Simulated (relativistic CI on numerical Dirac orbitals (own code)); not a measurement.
Co³⁺: K-beta X-ray emission

Computed with this model: Dirac-Coulomb-Breit CI, orbitals from a KLI potential per configuration, model QED (radiative potential, 1s self-energy scaled to tabulated hydrogen-like ionisation energies), valence Slater integrals scaled by 0.9, multiplet model of X-ray emission after core ionisation; configurations [Ar] 3d6 → 1s 2s2 2p6 3s2 3p6 3d6 → [Ne] 3s2 3p5 3d6; 80 K; Lorentzian 1.6 eV and Gaussian 1 eV FWHM. Energies are those of the free ion, without screening or charge transfer. S is read from ⟨S²⟩ = S(S + 1).

Field parameters in Wybourne normalisation: D4h B²₀ = −7Ds, B⁴₀ = 21(Dq − Dt), B⁴₄ = 21√(5/14) Dq. The field is a parameter set, without covalency.

Computed curve for D4h, 10Dq = 18650, Ds = 1200, Dt = 550 cm⁻¹, scaled to 100 at the maximum (points under 2 are left out and the grid is thinned):

Energy (eV), Intensity and a bar:
```
   7626.8        2.0 
   7627.4        2.6 
   7628.0        3.5 
   7628.6        5.1 #
   7629.4        8.9 ##
   7630.0       13.9 ####
   7630.6       21.7 ######
   7631.2       30.6 #########
   7631.8       36.5 ###########
   7632.4       37.6 ###########
   7633.0       31.1 #########
   7633.6       21.1 ######
   7634.4       14.6 ####
   7635.0       16.1 ####
   7635.6       19.3 #####
   7636.2       17.6 #####
   7636.8       11.9 ###
   7637.4        7.9 ##
   7638.0        6.4 #
   7638.8        6.0 #
   7639.4        5.8 #
   7640.0        5.4 #
   7640.6        4.9 #
   7641.2        4.7 #
   7641.8        5.1 #
   7642.4        5.5 #
   7643.2        5.8 #
   7643.8        6.1 #
   7644.4        6.5 #
   7645.0        6.8 #
   7645.6        7.8 ##
   7646.2       10.7 ###
   7646.8       17.0 #####
   7647.4       26.4 ########
   7648.2       32.0 #########
   7648.8       26.9 ########
   7649.4       20.9 ######
   7650.0       19.4 #####
   7650.6       21.7 ######
   7651.2       25.8 #######
   7651.8       30.9 #########
   7652.6       42.6 #############
   7653.2       56.0 #################
   7653.8       71.7 ######################
   7654.4       84.0 #########################
   7655.0       90.7 ############################
   7655.6       97.7 ##############################
   7656.2       98.6 ##############################
   7657.0       68.2 #####################
   7657.6       39.0 ###########
   7658.2       22.1 ######
   7658.8       13.9 ####
   7659.4        9.6 ##
   7660.0        7.0 ##
   7660.6        5.4 #
   7661.2        4.3 #
   7662.0        3.3 
   7662.6        2.8 
   7663.2        2.4 
   7663.8        2.1
```

The ground state has S = 2.00, and the centroid lies at 7648.65 eV.
